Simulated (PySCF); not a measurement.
# Do core-level shifts follow atomic charges?

C4H6N2O2Si.
SMILES with atom numbers: `[O:1]=[C:2]([OH:3])[c:4]1[cH:5][n:6][cH:7][n:8]1[SiH3:9]`

Geometry (PBE0-D3(BJ)/def2-SVP, Å), atoms numbered from 1 in this order:
```
atom  x, y, z in Å
O1     1.4272   -1.5535    0.3515
C2     1.6256   -0.3982    0.0267
O3     2.8422    0.1057   -0.1647
C4     0.5427    0.5426   -0.1797
C5     0.4684    1.8756   -0.5362
N6    -0.8280    2.2719   -0.5818
C7    -1.5289    1.2044   -0.2617
N8    -0.7602    0.1122   -0.0027
Si9   -1.3185   -1.5324    0.4849
H10    3.4713   -0.6118    0.0055
H11    1.2962    2.5484   -0.7572
H12   -2.6173    1.1667   -0.2013
H13   -0.8606   -1.8737    1.8532
H14   -2.7986   -1.3272    0.5005
H15   -0.9795   -2.5472   -0.5415
```

Binding energies: delta-SCF UKS SCAN, pcX-2 on the ionised atom, pcseg-1 elsewhere, spin-free X2C in PySCF 2.14.0. Charges: PBE0/pcSseg-1 ground-state density, for the ionised atom.

| atom | environment | C 1s (eV) | Mulliken (e) | IAO (e) | Hirshfeld (e) | ESP (e) |
| --- | --- | --- | --- | --- | --- | --- |
| C5 | aromatic CH next to a ring nitrogen | 291.16 | +0.088 | -0.048 | -0.011 | +0.192 |
| C4 | substituted aromatic carbon | 291.54 | +0.089 | -0.048 | -0.015 | -0.179 |
| C7 | aromatic CH next to a ring nitrogen | 292.05 | +0.318 | +0.066 | +0.059 | +0.285 |
| C2 | carboxylic acid carbon | 294.82 | +0.534 | +0.516 | +0.200 | +0.672 |

Q: Give the correlation coefficient and slope of binding energy on charge for each scheme.

A: IAO: r = 1.00, slope 6.1 eV per e; Hirshfeld: r = 0.98, slope 16.2 eV per e; Mulliken: r = 0.94, slope 7.3 eV per e; ESP: r = 0.83, slope 4.0 eV per e. On 4 points no scheme stands out.

Q: The point-charge model writes a binding energy as kq + V + constant, with V the potential of the other atoms' charges at the site. What does it give with the ESP charges?

A: V = Σ 14.40 eV Å × q/r over all other atoms: -3.65 eV at C5, +2.95 eV at C4, -4.50 eV at C7, -9.96 eV at C2. Fitting binding energy − V to q gives k = 19.0 eV per e and leaves an rms residual of 0.42 eV, against 0.79 eV for the fit on q alone. The model has no term for differences in relaxation between sites.

One conformer (not necessarily the lowest) at the PBE0-D3(BJ)/def2-SVP geometry, without solvent, vibrations or thermal averaging.
